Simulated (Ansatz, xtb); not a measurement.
## C5H8ClF: which of two isomers lies lower

We compare a, `F[C@@H]1CCC[C@H]1Cl`, a singlet, with b, `F[C@@H]1CC[C@H](Cl)C1`, a singlet. Both are isolated molecules in the gas phase, relaxed with B3LYP/def2-SVP; each stands in its lowest conformer found.

Quicker runs give these differences E(b) − E(a): GFN2-xTB +0.43 kcal/mol; HF/STO-3G −0.63 kcal/mol (at GFN2-xTB geometries); r2SCAN-D4/def2-SVP +0.28 kcal/mol (at GFN2-xTB geometries).

Task: Estimate E(b) − E(a) at the level CCSD(T)/def2-SVP + ΔMP2/def2-TZVPP.

Result: Calculated at CCSD(T)/def2-SVP + ΔMP2/def2-TZVPP: E(b) − E(a) = +1.27 kcal/mol, so structure a lies lower.

The same difference at several levels:

```json
{"level": "GFN2-xTB", "geometry": "GFN2-xTB", "E(b) − E(a) (kcal/mol)": "+0.43", "departure from the last row (kcal/mol)": "−0.84", "job, with rough time for the two": "optimisation, 0.99 s"}
{"level": "HF/STO-3G", "geometry": "GFN2-xTB", "E(b) − E(a) (kcal/mol)": "−0.63", "departure from the last row (kcal/mol)": "−1.91", "job, with rough time for the two": "single point, 2.5 s"}
{"level": "r2SCAN-D4/def2-SVP", "geometry": "GFN2-xTB", "E(b) − E(a) (kcal/mol)": "+0.28", "departure from the last row (kcal/mol)": "−0.99", "job, with rough time for the two": "single point, 14 s"}
{"level": "B3LYP/def2-SVP", "geometry": "B3LYP/def2-SVP", "E(b) − E(a) (kcal/mol)": "+1.19", "departure from the last row (kcal/mol)": "−0.08", "job, with rough time for the two": "optimisation, 5.3 min"}
{"level": "HF/def2-SVP", "geometry": "B3LYP/def2-SVP", "E(b) − E(a) (kcal/mol)": "+1.36", "departure from the last row (kcal/mol)": "+0.08", "job, with rough time for the two": "part of the CCSD(T) run"}
{"level": "MP2/def2-SVP", "geometry": "B3LYP/def2-SVP", "E(b) − E(a) (kcal/mol)": "+1.85", "departure from the last row (kcal/mol)": "+0.58", "job, with rough time for the two": "part of the CCSD(T) run"}
{"level": "CCSD(T)/def2-SVP", "geometry": "B3LYP/def2-SVP", "E(b) − E(a) (kcal/mol)": "+1.79", "departure from the last row (kcal/mol)": "+0.52", "job, with rough time for the two": "single point"}
{"level": "CCSD(T)/def2-SVP + ΔMP2/def2-TZVPP", "geometry": "B3LYP/def2-SVP", "E(b) − E(a) (kcal/mol)": "+1.27", "departure from the last row (kcal/mol)": "", "job, with rough time for the two": "single point, 4 min"}
```

As drawn, both hold the same kinds of bond in the same numbers.

HF/STO-3G puts the two in the other order. GFN2-xTB, r2SCAN-D4/def2-SVP find them nearly level. The largest departure from CCSD(T)/def2-SVP + ΔMP2/def2-TZVPP is that of HF/STO-3G, 1.91 kcal/mol. The last row adds to CCSD(T) the change of the MP2 difference between the two basis sets, here −0.52 kcal/mol.

With thermal terms from frequencies at re-optimised GFN2-xTB minima (ideal gas, soft modes damped towards free rotors, one conformer each, 298.15 K, 1 atm): on the last row, ΔE + ΔZPE = +1.21, ΔH = +1.19, ΔG = +1.27 kcal/mol.

The correlated steps freeze 11 core orbitals. Codes used: Ansatz 0.2.0, xtb 6.7.1; the last row on 2 threads of Intel(R) Xeon(R) Processor @ 2.50GHz (Skylake/Cascade Lake) on a shared host.
